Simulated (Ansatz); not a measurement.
`O=[CH][SnH]([OH])[I]` at its PBE0-D4/def2-TZVP geometry, where that method's forces vanish. Total charge 0; spin multiplicity 1. Sn, I takes the def2 core potential.

```xyz
8

O    -2.1135   -0.3579   -0.3511
C    -1.2750    0.4048   -0.7262
Sn    0.7121    0.3463    0.2539
O     0.5130   -1.0245    1.6297
I     2.3996   -0.4878   -1.6640
H    -1.4571    1.0903   -1.5829
H     1.3856    1.6962    1.0400
H    -0.1648   -1.6674    1.4005
```

What forces (eV/Å) does PBE-D4/def2-TZVPP give on these atoms in Ansatz 0.2.0? (An estimate is asked.)

The calculation gave: 
```
O1  -0.760 -0.681  0.321
C2   0.416  0.485 -0.266
Sn3  0.060  0.353 -0.230
O4   0.286 -0.100  0.597
I5   0.206 -0.099 -0.231
H6  -0.006  0.173 -0.208
H7   0.127  0.176  0.152
H8  -0.329 -0.307 -0.136
```
